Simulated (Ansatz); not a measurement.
## Which is lower?

The two ends of one reaction step of BH5SO3, closed shell (PBE0-D4/def2-TZVP).

A:

```csv
atom,x (Å),y (Å),z (Å)
B1,-0.7401,-0.4521,0.0138
O2,2.4581,1.0025,-0.6827
O3,0.0955,-0.8554,-0.9837
O4,-2.0278,-0.1408,-0.2912
H5,2.2939,1.1698,0.2483
S6,0.0201,-0.3940,1.6756
H7,1.8514,0.2872,-0.9031
H8,-0.3461,-0.8871,-1.8380
H9,-2.5812,0.1130,0.4480
H10,-1.0239,0.1569,2.3129
```

B:

B1  (-0.132, -0.008, -0.896)
O2  (1.071, 0.524, -0.541)
O3  (-0.206, -0.722, -2.066)
O4  (-1.172, 0.225, -0.039)
H5  (1.360, 0.438, 1.804)
S6  (0.818, 0.177, 3.005)
H7  (1.754, 0.319, -1.183)
H8  (-1.064, -1.087, -2.285)
H9  (-2.010, -0.159, -0.296)
H10  (-0.418, 0.294, 2.497)
(Å)

Ansatz 0.2.0; basis: def2-TZVPP; cores frozen in the correlated methods. B3LYP uses VWN-RPA correlation.

(1) Which structure is lower at CCSD(T), and by how much? (An estimate is asked for; the value comes from the calculation.)

T1 diagnostic: at most 0.012.

## Answers

(1) The calculation gives: B, by 50.4 kJ/mol (electronic energy, against the other). By their contacts, A is a complex of BH₃SO₂ ([OH][B]([OH])[SH]) + H₂O and B is a complex of BH₃O₃ ([OH][B]([OH])[OH]) + H₂S.

All methods give the same order:

```csv
method,E(B) − E(A) (kJ/mol)
SPW92,-45.1
PBE-D4,-40.1
BLYP-D4,-47.1
r2SCAN-D4,-47.7
B97M-V,-50.7
PBE0-D4,-44.5
B3LYP-D4,-50.9
r2SCAN0-D4,-50.1
BHLYP-D4,-56.5
CAM-B3LYP-D4,-55.8
wB97X-V,-49.7
wB97M-V,-50.4
B2PLYP,-51.9
PBE-QIDH,-47.6
RPA on PBE,-51.0
HF,-68.1
MP2,-46.3
CCSD,-54.0
CCSD(T),-50.4
```

Labels in which every atom is bracketed show which atoms are joined, not bond orders.

For scale, one of the runs: CCSD(T)/def2-TZVPP, 236 basis functions, launched by `ansatz run in.yaml --threads 4 --pin off --events-out ev --progress --plain --max-ram 9574MiB`. The run took 2.2 min on 4 CPU threads of an Arm Neoverse V1 (shared host), with 4.6 GiB of host memory at its peak.
